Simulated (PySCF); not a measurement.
Problem. Give a GFN2-xTB geometry of `N#Cc1oc(=O)oc1F`.

Solution. 
```
atom  x, y, z in Å
N1     3.016   -0.828   -0.501
C2     1.922   -0.542   -0.327
C3     0.582   -0.179   -0.107
O4    -0.462   -1.029   -0.409
C5    -1.617   -0.412   -0.093
O6    -2.704   -0.845   -0.219
O7    -1.315    0.839    0.414
C8     0.026    0.948    0.392
F9     0.566    2.053    0.825
```

Orientation and origin are arbitrary. Atoms count from 1 in this order. The 9 heavy atoms lie in one plane (0.000 Å rms). The C–O distances run from 1.177 Å (C5=O6, drawn double) to 1.383 Å (C5–O7, drawn aromatic), a spread of 0.206 Å. The 5-membered ring C3–O4–C5–O7–C8 has internal angles of 106.4° to 110.4°; it is planar, 0.00 Å rms from its mean plane, widest ring torsion 0°. The 2 C–C bonds span 1.352 Å (C3–C8, drawn aromatic) to 1.406 Å (C2–C3, drawn single), a spread of 0.054 Å.

Bonds between heavy atoms (Å): N1≡C2 1.144, C2–C3 1.406, C3–O4 1.380, O4–C5 1.346, C5=O6 1.177, C5–O7 1.383, O7–C8 1.345, C8–F9 1.304, C3–C8 1.352.

The geometry is computed with GFN2-xTB (gas phase).

Point group: Cs (every atom within 0.08 Å of its image). No frequency check.
